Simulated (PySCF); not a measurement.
Compound: 2,2-dimethylpyrrolidine, C6H13N.
Cartesian coordinates in Å at the GFN2-xTB level; atoms count from 1:
```
atom  x, y, z in Å
C1     1.763    0.780   -0.063
C2     0.543   -0.144    0.013
C3     1.000   -1.606   -0.020
C4    -0.456    0.151   -1.129
C5    -1.610    0.888   -0.450
C6    -1.610    0.264    0.941
N7    -0.194    0.181    1.238
H8     2.327    0.599   -0.975
H9     1.437    1.816   -0.043
H10    2.413    0.610    0.791
H11    1.702   -1.802    0.789
H12    1.494   -1.829   -0.963
H13    0.148   -2.275    0.091
H14   -0.815   -0.785   -1.560
H15    0.000    0.738   -1.923
H16   -1.384    1.951   -0.370
H17   -2.558    0.765   -0.969
H18   -2.109    0.885    1.688
H19   -2.112   -0.719    0.915
H20    0.016   -0.457    1.996
```

Method: PBE0/def2-SVPD in PySCF (dipole) on a GFN2-xTB geometry, gas phase.

Take the most abundant isotopes and a rigid rotor. The values belong to one conformer with, in the numbering `[CH3:1][C:2]1([CH3:3])[CH2:4][CH2:5][CH2:6][NH:7]1`, C1–C2–C4–C5 -106°, C2–C4–C5–C6 -32°, C4–C5–C6–N7 41°, C5–C6–N7–C2 -36°.

(1) What are A, B and C (cm⁻¹)?

(2) What kind of rotor is it?

(3) Is it planar, by Δ = Ic − Ia − Ib?

(4) Give the other two planar moments, Paa and Pbb, and the rms extents of the mass along the axes.

(5) List the rotational levels J(Ka,Kc) to J = 5 (cm⁻¹).

(6) Which lines would a microwave search look for?

(7) Estimate the classical rotational partition function at 10 K, 50 K and 200 K.

Results:

(1) Ia = 127.96, Ib = 223.30, Ic = 236.63 u·Å²; 505379 MHz·u·Å²/I gives 3949, 2263 and 2136 MHz, that is A = 0.13174, B = 0.07549, C = 0.07124 cm⁻¹.

(2) An asymmetric top: κ = (2 × 2263 − 3949 − 2136)/(3949 − 2136) = -0.86.

(3) Not planar: Δ = Ic − Ia − Ib = -114.64 u·Å². For a rigid frame Δ = −2 Σ m c², so Σ m c² = 57.32 u·Å² lies off the ab plane: 18.52 from hydrogen and 38.80 from heavier atoms. The atom farthest from that plane is 1.78 Å away.

(4) Paa = Σ m a² = (Ib + Ic − Ia)/2 = 165.98 and Pbb = Σ m b² = (Ia + Ic − Ib)/2 = 70.64 u·Å². With the mass M = 99.10 u, the rms extents √(P/M) along a, b and c are 1.29, 0.84, 0.76 Å.

(5) Above 0(0,0):
J = 1: 1(0,1) 0.1467, 1(1,1) 0.2030, 1(1,0) 0.2072
J = 2: 2(0,2) 0.4400, 2(1,2) 0.4922, 2(1,1) 0.5049, 2(2,1) 0.6737, 2(2,0) 0.6739
J = 3: 3(0,3) 0.8792, 3(1,3) 0.9259, 3(1,2) 0.9514, 3(2,2) 1.1139, 3(2,1) 1.1150, 3(3,1) 1.4059, 3(3,0) 1.4059
J = 4: 4(0,4) 1.4639, 4(1,4) 1.5039, 4(1,3) 1.5463, 4(2,3) 1.7006, 4(2,2) 1.7041, 4(3,2) 1.9933, 4(3,1) 1.9933, 4(4,1) 2.4015, 4(4,0) 2.4015
J = 5: 5(0,5) 2.1931, 5(1,5) 2.2260, 5(1,4) 2.2895, 5(2,4) 2.4338, 5(2,3) 2.4417, 5(3,3) 2.7276, 5(3,2) 2.7279, 5(4,2) 3.1356, 5(4,1) 3.1356, 5(5,1) 3.6605, 5(5,0) 3.6605
Those of J = 1 are B + C, A + C and A + B.

(6) The dipole components are |μa| = 0.02 D, |μb| = 0.26 D, |μc| = 0.97 D. The squared components, which scale the intensities, stand as 0.00 : 0.07 : 1.00 (a : b : c). Some of the stronger lines:

```json
{"type": "c", "branch": "Q", "J(Ka,Kc)": "2(1,2) ← 2(0,2)", "MHz": "1566", "lower level (cm⁻¹)": "0.440"}
{"type": "c", "branch": "Q", "J(Ka,Kc)": "1(1,1) ← 1(0,1)", "MHz": "1686", "lower level (cm⁻¹)": "0.147"}
{"type": "b", "branch": "Q", "J(Ka,Kc)": "1(1,0) ← 1(0,1)", "MHz": "1814", "lower level (cm⁻¹)": "0.147"}
{"type": "b", "branch": "Q", "J(Ka,Kc)": "2(1,1) ← 2(0,2)", "MHz": "1948", "lower level (cm⁻¹)": "0.440"}
{"type": "c", "branch": "Q", "J(Ka,Kc)": "2(2,1) ← 2(1,1)", "MHz": "5059", "lower level (cm⁻¹)": "0.505"}
{"type": "b", "branch": "Q", "J(Ka,Kc)": "2(2,0) ← 2(1,1)", "MHz": "5066", "lower level (cm⁻¹)": "0.505"}
{"type": "b", "branch": "Q", "J(Ka,Kc)": "2(2,1) ← 2(1,2)", "MHz": "5441", "lower level (cm⁻¹)": "0.492"}
{"type": "b", "branch": "R", "J(Ka,Kc)": "1(1,1) ← 0(0,0)", "MHz": "6085", "lower level (cm⁻¹)": "0.000"}
{"type": "c", "branch": "R", "J(Ka,Kc)": "1(1,0) ← 0(0,0)", "MHz": "6213", "lower level (cm⁻¹)": "0.000"}
{"type": "b", "branch": "R", "J(Ka,Kc)": "2(0,2) ← 1(1,1)", "MHz": "7105", "lower level (cm⁻¹)": "0.203"}
{"type": "b", "branch": "R", "J(Ka,Kc)": "2(1,2) ← 1(0,1)", "MHz": "10357", "lower level (cm⁻¹)": "0.147"}
{"type": "c", "branch": "R", "J(Ka,Kc)": "2(1,1) ← 1(0,1)", "MHz": "10739", "lower level (cm⁻¹)": "0.147"}
{"type": "b", "branch": "R", "J(Ka,Kc)": "2(2,1) ← 1(1,0)", "MHz": "13984", "lower level (cm⁻¹)": "0.207"}
{"type": "c", "branch": "R", "J(Ka,Kc)": "2(2,0) ← 1(1,0)", "MHz": "13991", "lower level (cm⁻¹)": "0.207"}
{"type": "c", "branch": "R", "J(Ka,Kc)": "2(2,1) ← 1(1,1)", "MHz": "14111", "lower level (cm⁻¹)": "0.203"}
{"type": "b", "branch": "R", "J(Ka,Kc)": "2(2,0) ← 1(1,1)", "MHz": "14118", "lower level (cm⁻¹)": "0.203"}
```

(7) Point group C1, symmetry number σ = 1; q = (√π/σ)·√((kT/h)³/(ABC)), k/h = 20836.6 MHz/K: 1220 at 10 K, 13600 at 50 K, 109000 at 200 K.

GFN2-xTB frequencies: not computed here. Constants of a rigid frame at the computed geometry: no zero-point averaging, no centrifugal distortion. A rigid rotor knows nothing of inversion at nitrogen or internal rotation, which can split or shift real lines. Quadrupole hyperfine structure (14N) is left out.
